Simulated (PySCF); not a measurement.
ClH₃OS₂Si, SMILES O[Si](S)(Cl)S.

Coordinates come from a B3LYP-D3(BJ)/def2-SVP optimisation. This is a generated structure with no PubChem entry under its InChIKey; it may be hypothetical. The values are those of a single conformer.

Method: PySCF 2.14.0 with TDDFT-PBE0/def2-SVPD.

Vertical excitations. Gas-phase values at a fixed geometry.

Task: Estimate the UV-visible absorptions. (An estimate is asked for; the answer gives what the named calculation found.)

Result: 
```json
[
 {"state": "S1", "energy (eV)": "6.20", "λ (nm)": "200", "f": "0.009", "main pairs": "HOMO→LUMO 44 %, HOMO→LUMO+1 41 %"},
 {"state": "S2", "energy (eV)": "6.30", "λ (nm)": "197", "f": "0.006", "main pairs": "HOMO−1→LUMO+1 48 %, HOMO−1→LUMO 27 %, HOMO→LUMO+2 15 %"},
 {"state": "S3", "energy (eV)": "6.41", "λ (nm)": "193", "f": "0.028", "main pairs": "HOMO→LUMO 50 %, HOMO→LUMO+1 23 %, HOMO→LUMO+2 11 %, HOMO−1→LUMO+2 9 %"},
 {"state": "S4", "energy (eV)": "6.51", "λ (nm)": "191", "f": "0.025", "main pairs": "HOMO−1→LUMO 63 %, HOMO−1→LUMO+1 14 %"},
 {"state": "S5", "energy (eV)": "6.88", "λ (nm)": "180", "f": "0.003", "main pairs": "HOMO→LUMO+2 35 %, HOMO→LUMO+1 25 %, HOMO−1→LUMO+1 21 %, HOMO−1→LUMO+2 11 %"},
 {"state": "S6", "energy (eV)": "7.06", "λ (nm)": "175", "f": "0.029", "main pairs": "HOMO→LUMO+3 54 %, HOMO−1→LUMO+2 12 %, HOMO−1→LUMO+3 11 %, HOMO→LUMO+2 8 %"},
 {"state": "S7", "energy (eV)": "7.12", "λ (nm)": "174", "f": "0.026", "main pairs": "HOMO−1→LUMO+2 52 %, HOMO→LUMO+3 14 %, HOMO→LUMO+2 11 %, HOMO−1→LUMO+1 9 %"},
 {"state": "S8", "energy (eV)": "7.20", "λ (nm)": "172", "f": "0.007", "main pairs": "HOMO−1→LUMO+3 68 %, HOMO→LUMO+3 16 %"},
 {"state": "S9", "energy (eV)": "7.56", "λ (nm)": "164", "f": "0.001", "main pairs": "HOMO→LUMO+4 40 %, HOMO→LUMO+5 20 %, HOMO−2→LUMO 15 %"},
 {"state": "S10", "energy (eV)": "7.57", "λ (nm)": "164", "f": "0.021", "main pairs": "HOMO→LUMO+5 43 %, HOMO→LUMO+4 39 %"},
 {"state": "T1", "energy (eV)": "5.76", "λ (nm)": "215", "f": "0", "main pairs": "HOMO→LUMO+1 43 %, HOMO→LUMO 35 %, HOMO−1→LUMO+2 7 %"},
 {"state": "T2", "energy (eV)": "5.84", "λ (nm)": "212", "f": "0", "main pairs": "HOMO−1→LUMO+1 47 %, HOMO→LUMO+2 24 %, HOMO−1→LUMO 13 %"},
 {"state": "T3", "energy (eV)": "5.95", "λ (nm)": "208", "f": "0", "main pairs": "HOMO→LUMO 37 %, HOMO→LUMO+2 20 %, HOMO−1→LUMO+2 13 %, HOMO→LUMO+1 9 %"},
 {"state": "T4", "energy (eV)": "6.08", "λ (nm)": "204", "f": "0", "main pairs": "HOMO−1→LUMO 59 %"}
]
```
Triplets are in the Tamm–Dancoff approximation, which puts them higher than full response would, so one can lie above its singlet here.
